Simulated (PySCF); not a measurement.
## Bond length, frequency and bond energy of InP⁺ by level of theory

State: ⁴Σ⁻ (quartet), unpaired electrons σ ↑, π ↑↑. Set-up: PySCF, scalar-relativistic core potentials, basis sets In def2-TZVPPD with ECP28, P def2-TZVPPD. De refers to In⁺ + P in their high-spin ground configurations, without counterpoise correction. The functionals are run spin-unrestricted. A positive dipole points towards P; it is taken about the centre of mass and depends on that origin. Levels whose curve was spin-contaminated or gave no clean fit are not listed.

```json
{"Level": "UHF-MP2", "Re (Å)": "3.127", "ωe (cm⁻¹)": "89.4", "De (eV)": "0.284", "μ (D)": "n/a", "CPU s a point (SCF and correlation, without the integrals)": "5"}
{"Level": "UHF-SCS-MP2", "Re (Å)": "3.206", "ωe (cm⁻¹)": "81.2", "De (eV)": "0.241", "μ (D)": "n/a", "CPU s a point (SCF and correlation, without the integrals)": "n/a"}
{"Level": "UHF-CCSD", "Re (Å)": "3.132", "ωe (cm⁻¹)": "84.4", "De (eV)": "0.251", "μ (D)": "n/a", "CPU s a point (SCF and correlation, without the integrals)": "n/a"}
{"Level": "UHF-CCSD(T)", "Re (Å)": "3.069", "ωe (cm⁻¹)": "90.8", "De (eV)": "0.282", "μ (D)": "n/a", "CPU s a point (SCF and correlation, without the integrals)": "150"}
{"Level": "PBE", "Re (Å)": "2.878", "ωe (cm⁻¹)": "127", "De (eV)": "0.51", "μ (D)": "0.49", "CPU s a point (SCF and correlation, without the integrals)": "2.5"}
{"Level": "revPBE", "Re (Å)": "2.947", "ωe (cm⁻¹)": "111", "De (eV)": "0.405", "μ (D)": "0.34", "CPU s a point (SCF and correlation, without the integrals)": "1.7"}
{"Level": "TPSS", "Re (Å)": "2.882", "ωe (cm⁻¹)": "125", "De (eV)": "0.461", "μ (D)": "0.36", "CPU s a point (SCF and correlation, without the integrals)": "3.5"}
{"Level": "r²SCAN", "Re (Å)": "2.840", "ωe (cm⁻¹)": "130", "De (eV)": "0.486", "μ (D)": "0.50", "CPU s a point (SCF and correlation, without the integrals)": "3.5"}
{"Level": "PBE0", "Re (Å)": "2.891", "ωe (cm⁻¹)": "121", "De (eV)": "0.435", "μ (D)": "0.33", "CPU s a point (SCF and correlation, without the integrals)": "6"}
{"Level": "B97-3", "Re (Å)": "2.990", "ωe (cm⁻¹)": "104", "De (eV)": "0.372", "μ (D)": "0.14", "CPU s a point (SCF and correlation, without the integrals)": "3.2"}
{"Level": "BHandHLYP", "Re (Å)": "3.004", "ωe (cm⁻¹)": "104", "De (eV)": "0.329", "μ (D)": "0.09", "CPU s a point (SCF and correlation, without the integrals)": "3.2"}
{"Level": "CAM-B3LYP", "Re (Å)": "2.968", "ωe (cm⁻¹)": "109", "De (eV)": "0.366", "μ (D)": "0.21", "CPU s a point (SCF and correlation, without the integrals)": "7.8"}
{"Level": "B2PLYP", "Re (Å)": "2.997", "ωe (cm⁻¹)": "105", "De (eV)": "0.346", "μ (D)": "0.10", "CPU s a point (SCF and correlation, without the integrals)": "4.8"}
```

Task: Which functional lies closest to UHF-CCSD(T) in De, which farthest, and by how much do they differ from it?

Result: Closest is BHandHLYP (-6.5 pm in Re, +14.5 % in ωe, +0.05 eV in De against UHF-CCSD(T) in the same basis), farthest PBE (-19.1 pm in Re, +39.9 % in ωe, +0.23 eV in De). CCSD(T) converges more slowly with the basis than the functionals do and binds too weakly in this one, so the order can change at the basis-set limit.

Task: What does the step from GGA to meta-GGA do here, going from PBE to r²SCAN?

Result: r²SCAN less PBE: -3.8 pm in Re, +2.4 % in ωe, -0.02 eV in De. 

Task: What does the triples do here, going from UHF-CCSD to UHF-CCSD(T)?

Result: UHF-CCSD(T) less UHF-CCSD: -6.3 pm in Re, +7.6 % in ωe, +0.03 eV in De. Correlation nearly always deepens the well. The bond shortens, as in weak, metallic or heavy-atom bonds, where dispersion and the correlation of outer-core electrons pull the atoms together.

Correlated steps freeze 9 core orbitals. The bond is weak. Basis-set superposition, not corrected here, can be much of De in a small basis, most of all at correlated wavefunction levels. Spin–orbit coupling is left out, which matters for elements this heavy, above all for dissociation energies. For an ion De counts to the pair picked by the measured ionisation energies or electron affinities, which need not be the lowest pair at this level. B2PLYP dipoles, levels and charges come from its SCF part alone. The state was picked by a PBE0 search and need not be the measured ground state.

The whole job (state search and all levels along the bond) took about 17 min on 2 threads of Intel Xeon Platinum 8259CL @ 2.50GHz (shared host), peak memory 4.9 GiB.
